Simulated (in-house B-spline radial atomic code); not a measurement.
Configurations of neutral lead, with energies counted from [Xe] 4f14 5d10 6s2 (6p1/2)2. Computed with a B-spline radial code for spherical atoms: Dirac-Hartree-Fock, average of each configuration as written, Fermi nucleus of rms radius 5.5012 fm. Energies include first-order Breit, QED and recoil terms.

Occupations are held fixed; configurations that lie above the ionisation limit could autoionise.

| configuration | E - E(ref) (eV) | highest orbital | its <r> (bohr) |
| --- | --- | --- | --- |
| [Xe] 4f14 5d10 6s2 (6p3/2)1 (6d3/2)1 | 6.694 | 6d3/2 | 9.988 |
| [Xe] 4f14 5d10 6s2 (6p3/2)1 (9d3/2)1 | 7.8665 | 9d3/2 | 50.04 |
| [Xe] 4f14 5d10 6s1 (6p3/2)2 (7g7/2)1 | 17.068 | 7g7/2 | 63.5 |
| [Xe] 4f14 (5d3/2)4 (5d5/2)5 6s2 (6p1/2)2 (8d3/2)1 | 23.598 | 8d3/2 | 32.41 |
| [Xe] (4f5/2)5 (4f7/2)8 5d10 6s2 (6p1/2)2 (8d5/2)1 | 146.8 | 8d5/2 | 33.78 |
| [Xe] (4f5/2)5 (4f7/2)8 5d10 (5f7/2)1 6s2 (6p1/2)1 (6p3/2)1 | 148.12 | 5f7/2 | 17.94 |

(1) Order these further configurations by energy, lowest first.
A. [Xe] 4f14 5d10 6s1 (6p1/2)1 (6p3/2)1 (7f5/2)1
B. [Xe] 4f14 5d10 6s2 (6p3/2)1 (10p1/2)1
C. [Kr] (4d3/2)4 (4d5/2)5 4f14 5s2 5p6 5d10 6s2 (6p1/2)2 7s1
D. [Xe] 4f14 5d10 6s2 (6p3/2)2
E. [Kr] 4d10 4f14 5s2 (5p1/2)1 (5p3/2)4 5d10 6s2 (6p1/2)2 (8f5/2)1

(2) How far above the reference does [Xe] 4f14 5d10 (5g7/2)1 6s2 (6p1/2)1 lie?

## Answers

(1) D (2.5014 eV), B (7.8365 eV), A (15.04 eV), E (114.48 eV), C (419.64 eV).

(2) 5.9631 eV; its least bound orbital is 5g7/2 with <r> = 27.5 bohr.
